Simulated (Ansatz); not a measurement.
CH₇GaSi, SMILES `[CH3][GaH][SiH3]`. Charge 0, multiplicity 1. Correlated methods include outer-core shells of Ga, which these sets cover unevenly. Scalar relativity is left out up to krypton.

```xyz
10

C    -1.433    1.133   -0.534
Ga   -0.454   -0.009    0.741
Si    1.615   -1.086    0.104
H    -1.003    1.123   -1.535
H    -1.433    2.164   -0.166
H    -2.479    0.818   -0.593
H    -1.053   -0.190    2.190
H     2.616   -0.066   -0.326
H     2.237   -1.900    1.184
H     1.388   -1.986   -1.065
```

(1) Give the diagnostics of a CCSD(T)/def2-TZVPP run (frozen core, Ansatz 0.2.0). (Best estimate.)

Answers

(1) Computed: T1 = 0.0123, largest single amplitude 0.015, largest double 0.025, (T) share of the correlation energy 3.6 %, 9 CCSD cycles. The RHF solution is stable towards an unrestricted one. T1 lies under the customary mark of 0.02 for closed shells.
